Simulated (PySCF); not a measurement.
F₂GeH₄Si, SMILES F[SiH](F)[GeH3].

The structure is a stationary point at PBE0-D3(BJ)/def2-SVP. This is a generated structure with no PubChem entry under its InChIKey; it may be hypothetical.

All values below come from TDA-M06-2X/def2-SVPD (PySCF 2.14.0).

Vertical excitations. Gas-phase values at a fixed geometry. State labels are in the subgroup Cs.

```json
[
 {"state": "S1", "symmetry": "A\"", "energy (eV)": "6.98", "λ (nm)": "178", "f": "0.015", "main pairs": "HOMO→LUMO+1 95 %"},
 {"state": "S2", "symmetry": "A'", "energy (eV)": "7.15", "λ (nm)": "173", "f": "0.081", "main pairs": "HOMO→LUMO 91 %"},
 {"state": "S3", "symmetry": "A'", "energy (eV)": "7.90", "λ (nm)": "157", "f": "0.091", "main pairs": "HOMO→LUMO+2 91 %"},
 {"state": "S4", "symmetry": "A'", "energy (eV)": "8.30", "λ (nm)": "149", "f": "0.331", "main pairs": "HOMO→LUMO+3 77 %"},
 {"state": "S5", "symmetry": "A\"", "energy (eV)": "8.57", "λ (nm)": "145", "f": "0.003", "main pairs": "HOMO→LUMO+4 78 %, HOMO−2→LUMO 13 %"},
 {"state": "S6", "symmetry": "A\"", "energy (eV)": "8.59", "λ (nm)": "144", "f": "0.000", "main pairs": "HOMO−2→LUMO 41 %, HOMO−1→LUMO+1 30 %, HOMO→LUMO+4 17 %"},
 {"state": "S7", "symmetry": "A'", "energy (eV)": "8.85", "λ (nm)": "140", "f": "0.018", "main pairs": "HOMO−1→LUMO 49 %, HOMO−2→LUMO+1 33 %"},
 {"state": "S8", "symmetry": "A\"", "energy (eV)": "8.85", "λ (nm)": "140", "f": "0.000", "main pairs": "HOMO−1→LUMO+1 47 %, HOMO−2→LUMO 23 %, HOMO−2→LUMO+3 13 %, HOMO−2→LUMO+2 12 %"},
 {"state": "S9", "symmetry": "A'", "energy (eV)": "8.98", "λ (nm)": "138", "f": "0.033", "main pairs": "HOMO→LUMO+5 63 %, HOMO→LUMO+6 19 %"},
 {"state": "S10", "symmetry": "A'", "energy (eV)": "9.10", "λ (nm)": "136", "f": "0.213", "main pairs": "HOMO−1→LUMO+2 84 %"},
 {"state": "T1", "symmetry": "A\"", "energy (eV)": "6.29", "λ (nm)": "197", "f": "0", "main pairs": "HOMO→LUMO+1 95 %"},
 {"state": "T2", "symmetry": "A'", "energy (eV)": "6.33", "λ (nm)": "196", "f": "0", "main pairs": "HOMO→LUMO 91 %"},
 {"state": "T3", "symmetry": "A'", "energy (eV)": "7.27", "λ (nm)": "170", "f": "0", "main pairs": "HOMO→LUMO+3 50 %, HOMO→LUMO+2 23 %"},
 {"state": "T4", "symmetry": "A'", "energy (eV)": "7.46", "λ (nm)": "166", "f": "0", "main pairs": "HOMO→LUMO+2 39 %, HOMO−1→LUMO 16 %, HOMO→LUMO+3 14 %, HOMO−2→LUMO+1 13 %"}
]
```
Triplets are in the Tamm–Dancoff approximation.
